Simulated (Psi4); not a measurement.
Sb, charge -1, triplet (all electrons, no relativity) (a gas-phase anion, which may not be bound at this level); SVWN/3-21G in Psi4.

The Psi4 input:
```
memory 2 GB

molecule {
-1 3
Sb    0.00000000    0.00000000    0.00000000
}

set {
  basis 3-21g
  reference uks
  scf_type pk
}

energy('svwn')
print_variables()
```

Output, abridged:

```
   => Loading Basis Set <=

    Name: 3-21G
    Role: ORBITAL
    Keyword: BASIS

         ---------------------------------------------------------
                                   SCF
               by Justin Turney, Rob Parrish, Andy Simmonett
                          and Daniel G. A. Smith
                              UKS Reference
         ---------------------------------------------------------

  ==> Geometry <==

    Molecular point group: d2h
    Geometry (in Angstrom), charge = -1, multiplicity = 3:

       Center              X                  Y                   Z               Mass
    ------------   -----------------  -----------------  -----------------  -----------------
         SB           0.000000000000     0.000000000000     0.000000000000   120.903812000000

  Running in d2h symmetry.

  Rotational constants: A = ************  B = ************  C = ************ [cm^-1]
  Rotational constants: A = ************  B = ************  C = ************ [MHz]
  Nuclear repulsion =    0.000000000000000

  Charge       = -1
  Multiplicity = 3
  Electrons    = 52
  Nalpha       = 27
  Nbeta        = 25

  ==> Algorithm <==

  SCF Algorithm Type is PK.
  DIIS enabled.
  MOM disabled.
  Fractional occupation disabled.
  Guess Type is CORE.
  Energy threshold   = 1.00e-06
  Density threshold  = 1.00e-06
  Integral threshold = 1.00e-12

  ==> Primary Basis <==

  Basis Set: 3-21G
    Blend: 3-21G
    Number of shells: 13
    Number of basis functions: 33
    Number of Cartesian functions: 33
    Spherical Harmonics?: false
    Max angular momentum: 2

  ==> DFT Potential <==

   => LibXC <=

    Version 7.1.2
    S. Lehtola, C. Steigemann, M. J. T. Oliveira, and M. A. L. Marques,  SoftwareX 7, 1–5 (2018) (10.1016/j.softx.2017.11.002)

   => Composite Functional: SVWN <=

    Slater exchange
    Vosko, Wilk & Nusair (VWN5_RPA)
    P. A. M. Dirac,  Math. Proc. Cambridge Philos. Soc. 26, 376 (1930) (10.1017/S0305004100016108)
    F. Bloch,  Z. Phys. 57, 545 (1929) (10.1007/BF01340281)
    S. H. Vosko, L. Wilk, and M. Nusair,  Can. J. Phys. 58, 1200 (1980) (10.1139/p80-159)

    Deriv               =              1
    GGA                 =          FALSE
    Meta                =          FALSE

    Exchange Hybrid     =          FALSE
    MP2 Hybrid          =          FALSE

   => Exchange Functionals <=

    1.0000         XC_LDA_X

   => Correlation Functionals <=

    1.0000   XC_LDA_C_VWN_RPA

   => LibXC Density Thresholds  <==

    XC_LDA_C_VWN_RPA:  1.00E-15
    XC_LDA_X:  1.00E-15

   => Molecular Quadrature <=

    Radial Scheme          =       TREUTLER
    Pruning Scheme         =           NONE
    Nuclear Scheme         =       TREUTLER

    Blocking Scheme        =         OCTREE
    BS radius alpha        =              1
    Pruning alpha          =              1
    Radial Points          =             75
    Spherical Points       =            302
    Total Points           =          19624
    Total Blocks           =            214
    Max Points             =            251
    Max Functions          =             33
    Weights Tolerance      =       1.00E-15

  ==> Integral Setup <==

  Using in-core PK algorithm.
   Calculation information:
      Number of atoms:                   1
      Number of AO shells:              13
      Number of primitives:             33
      Number of atomic orbitals:        33
      Number of basis functions:        33

      Integral cutoff                 1.00e-12
      Number of threads:                 1

  Performing in-core PK
  Using 315282 doubles for integral storage.
  We computed 4186 shell quartets total.
  Whereas there are 4186 unique shell quartets.

  ==> DiskJK: Disk-Based J/K Matrices <==

    J tasked:                  Yes
    K tasked:                   No
    wK tasked:                  No
    Schwarz Cutoff:          1E-12

  Minimum eigenvalue in the overlap matrix is 1.2590233483E-03.
  Reciprocal condition number of the overlap matrix is 3.1755246463E-04.
    Using symmetric orthogonalization.

  ==> Pre-Iterations <==

  SCF Guess: Core (One-Electron) Hamiltonian.

   -------------------------------------------------------
    Irrep   Nso     Nmo     Nalpha   Nbeta   Ndocc  Nsocc
   -------------------------------------------------------
     Ag        12      12       9       9       9       0
     B1g        2       2       2       2       2       0
     B2g        2       2       2       2       2       0
     B3g        2       2       2       2       2       0
     Au         0       0       0       0       0       0
     B1u        5       5       4       4       4       0
     B2u        5       5       4       3       3       1
     B3u        5       5       4       3       3       1
   -------------------------------------------------------
    Total      33      33      27      25      25       2
   -------------------------------------------------------

  ==> Iterations <==

                        Total Energy        Delta E     RMS |[F,P]|

    Occupation by irrep:
             Ag   B1g   B2g   B3g    Au   B1u   B2u   B3u
    DOCC [     9,    2,    2,    2,    0,    3,    4,    3 ]
    SOCC [     0,    0,    0,    0,    0,    1,    0,    1 ]
    NA   [     9,    2,    2,    2,    0,    4,    4,    4 ]
    NB   [     9,    2,    2,    2,    0,    3,    4,    3 ]

   @UKS iter   1: -6269.22159156246289   -6.26922e+03   3.02965e+00 ADIIS
    Occupation by irrep:
             Ag   B1g   B2g   B3g    Au   B1u   B2u   B3u
    DOCC [     9,    2,    2,    2,    0,    4,    3,    3 ]
    SOCC [     0,    0,    0,    0,    0,    0,    1,    1 ]
    NA   [     9,    2,    2,    2,    0,    4,    4,    4 ]
    NB   [     9,    2,    2,    2,    0,    4,    3,    3 ]

   @UKS iter   2: -6283.41503685611315   -1.41934e+01   1.01644e-01 ADIIS
    Occupation by irrep:
             Ag   B1g   B2g   B3g    Au   B1u   B2u   B3u
    DOCC [     9,    2,    2,    2,    0,    3,    3,    4 ]
[...]
    DOCC [     9,    2,    2,    2,    0,    4,    3,    3 ]
    SOCC [     0,    0,    0,    0,    0,    0,    1,    1 ]
    NA   [     9,    2,    2,    2,    0,    4,    4,    4 ]
    NB   [     9,    2,    2,    2,    0,    4,    3,    3 ]

   @UKS iter  88: -6284.23195735448735   -1.94003e-07   1.30547e-03 ADIIS/DIIS
    Occupation by irrep:
             Ag   B1g   B2g   B3g    Au   B1u   B2u   B3u
    DOCC [     9,    2,    2,    2,    0,    3,    3,    4 ]
    SOCC [     0,    0,    0,    0,    0,    1,    1,    0 ]
    NA   [     9,    2,    2,    2,    0,    4,    4,    4 ]
    NB   [     9,    2,    2,    2,    0,    3,    3,    4 ]

   @UKS iter  89: -6284.23195506053980    2.29395e-06   1.30887e-03 ADIIS/DIIS
    Occupation by irrep:
             Ag   B1g   B2g   B3g    Au   B1u   B2u   B3u
    DOCC [     9,    2,    2,    2,    0,    4,    3,    3 ]
    SOCC [     0,    0,    0,    0,    0,    0,    1,    1 ]
    NA   [     9,    2,    2,    2,    0,    4,    4,    4 ]
    NB   [     9,    2,    2,    2,    0,    4,    3,    3 ]

   @UKS iter  90: -6284.23194758521186    7.47533e-06   1.31668e-03 ADIIS/DIIS
    Occupation by irrep:
             Ag   B1g   B2g   B3g    Au   B1u   B2u   B3u
    DOCC [     9,    2,    2,    2,    0,    3,    3,    4 ]
    SOCC [     0,    0,    0,    0,    0,    1,    1,    0 ]
    NA   [     9,    2,    2,    2,    0,    4,    4,    4 ]
    NB   [     9,    2,    2,    2,    0,    3,    3,    4 ]

   @UKS iter  91: -6284.23202152687827   -7.39417e-05   1.19815e-03 ADIIS/DIIS
    Occupation by irrep:
             Ag   B1g   B2g   B3g    Au   B1u   B2u   B3u
    DOCC [     9,    2,    2,    2,    0,    3,    4,    3 ]
    SOCC [     0,    0,    0,    0,    0,    1,    0,    1 ]
    NA   [     9,    2,    2,    2,    0,    4,    4,    4 ]
    NB   [     9,    2,    2,    2,    0,    3,    4,    3 ]

   @UKS iter  92: -6284.23214734509475   -1.25818e-04   9.82919e-04 ADIIS/DIIS
    Occupation by irrep:
             Ag   B1g   B2g   B3g    Au   B1u   B2u   B3u
    DOCC [     9,    2,    2,    2,    0,    4,    3,    3 ]
    SOCC [     0,    0,    0,    0,    0,    0,    1,    1 ]
    NA   [     9,    2,    2,    2,    0,    4,    4,    4 ]
    NB   [     9,    2,    2,    2,    0,    4,    3,    3 ]

   @UKS iter  93: -6284.23183631198572    3.11033e-04   1.47067e-03 ADIIS/DIIS
    Occupation by irrep:
             Ag   B1g   B2g   B3g    Au   B1u   B2u   B3u
    DOCC [     9,    2,    2,    2,    0,    3,    4,    3 ]
    SOCC [     0,    0,    0,    0,    0,    1,    0,    1 ]
    NA   [     9,    2,    2,    2,    0,    4,    4,    4 ]
    NB   [     9,    2,    2,    2,    0,    3,    4,    3 ]

   @UKS iter  94: -6284.23209270907319   -2.56397e-04   1.08223e-03 ADIIS/DIIS
   @UKS iter  95: -6284.23211511760837   -2.24085e-05   1.04088e-03 ADIIS/DIIS
    Occupation by irrep:
             Ag   B1g   B2g   B3g    Au   B1u   B2u   B3u
    DOCC [     9,    2,    2,    2,    0,    4,    3,    3 ]
    SOCC [     0,    0,    0,    0,    0,    0,    1,    1 ]
    NA   [     9,    2,    2,    2,    0,    4,    4,    4 ]
    NB   [     9,    2,    2,    2,    0,    4,    3,    3 ]

   @UKS iter  96: -6284.23182244845430    2.92669e-04   1.48240e-03 ADIIS/DIIS
    Occupation by irrep:
             Ag   B1g   B2g   B3g    Au   B1u   B2u   B3u
    DOCC [     9,    2,    2,    2,    0,    3,    4,    3 ]
    SOCC [     0,    0,    0,    0,    0,    1,    0,    1 ]
    NA   [     9,    2,    2,    2,    0,    4,    4,    4 ]
    NB   [     9,    2,    2,    2,    0,    3,    4,    3 ]

   @UKS iter  97: -6284.23216310058433   -3.40652e-04   9.49014e-04 ADIIS/DIIS
    Occupation by irrep:
             Ag   B1g   B2g   B3g    Au   B1u   B2u   B3u
    DOCC [     9,    2,    2,    2,    0,    3,    3,    4 ]
    SOCC [     0,    0,    0,    0,    0,    1,    1,    0 ]
    NA   [     9,    2,    2,    2,    0,    4,    4,    4 ]
    NB   [     9,    2,    2,    2,    0,    3,    3,    4 ]

   @UKS iter  98: -6284.23221618198841   -5.30814e-05   8.38377e-04 ADIIS/DIIS
   @UKS iter  99: -6284.23207528424246    1.40898e-04   1.10834e-03 ADIIS/DIIS
    Occupation by irrep:
             Ag   B1g   B2g   B3g    Au   B1u   B2u   B3u
    DOCC [     9,    2,    2,    2,    0,    3,    4,    3 ]
    SOCC [     0,    0,    0,    0,    0,    1,    0,    1 ]
    NA   [     9,    2,    2,    2,    0,    4,    4,    4 ]
    NB   [     9,    2,    2,    2,    0,    3,    4,    3 ]

   @UKS iter 100: -6284.23221574147465   -1.40457e-04   8.39329e-04 ADIIS/DIIS

PsiException: Could not converge SCF iterations in 100 iterations.

  Failed to converge.

Traceback (most recent call last):
  File "psi4", line 375, in <module>
  File "<string>", line 23, in <module>
  File "site-packages/psi4/driver/driver.py", line 533, in energy
  File "site-packages/psi4/driver/procrouting/proc.py", line 2760, in run_scf
  File "site-packages/psi4/driver/procrouting/proc.py", line 2047, in scf_helper
  File "site-packages/psi4/driver/procrouting/scf_proc/scf_iterator.py", line 93, in scf_compute_energy
  File "site-packages/psi4/driver/procrouting/scf_proc/scf_iterator.py", line 86, in scf_compute_energy
  File "site-packages/psi4/driver/procrouting/scf_proc/scf_iterator.py", line 609, in scf_iterate

psi4.driver.p4util.exceptions.SCFConvergenceError: Could not converge SCF iterations in 100 iterations.

Printing out the relevant lines from the Psithon --> Python processed input file:
    """)
    core.IO.set_default_namespace("")
    core.set_global_option("BASIS", "3-21g")
    core.set_global_option("REFERENCE", "uks")
    core.set_global_option("SCF_TYPE", "pk")
--> energy('svwn')
    print_variables()

!-------------------------------------------------------!
!                                                       !
!  Could not converge SCF iterations in 100 iterations. !
!                                                       !
!-------------------------------------------------------!
```

The run did not converge; its last values are not results.
